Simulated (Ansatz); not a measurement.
`B[Te]C`, relaxed with RKS PBE-D4/def2-SVP in the Gaussian-basis code of Ansatz from a rough embedded geometry. The force threshold is 0.03 eV/Å; the program also tests the step.

Total charge 0; spin multiplicity 1. Te takes the def2 core potential.

Start:

```xyz
8

B    -0.077    0.725    1.526
Te    0.147   -1.341    0.812
C     0.037   -0.620   -1.172
H    -1.122    1.225    1.741
H     0.876    1.396    1.768
H     0.895    0.112   -1.370
H    -0.907   -0.074   -1.382
H     0.151   -1.422   -1.922
```

Q: How much energy does the relaxation release, and in how many steps? (Estimate.)

A: The calculation gave: 107.16 kJ/mol, in 25 steps, 3 of them rejected.

Q: Which bonds change most? (Estimate.)

A: Computed: B1–Te2 from 2.198 to 2.104 Å; Te2–C3 from 2.114 to 2.183 Å; C3–H6 from 1.145 to 1.105 Å; B1–H4 from 1.178 to 1.214 Å.

Q: Give the relaxed structure. (An estimate is asked.)

A: Ansatz gave: 
```xyz
8

B    -0.014    0.745    1.660
Te    1.040   -0.738    0.604
C     0.014   -0.593   -1.317
H    -0.907    1.361    1.115
H     0.322    0.932    2.811
H     0.731   -0.237   -2.078
H    -0.819    0.123   -1.203
H    -0.368   -1.593   -1.591
```
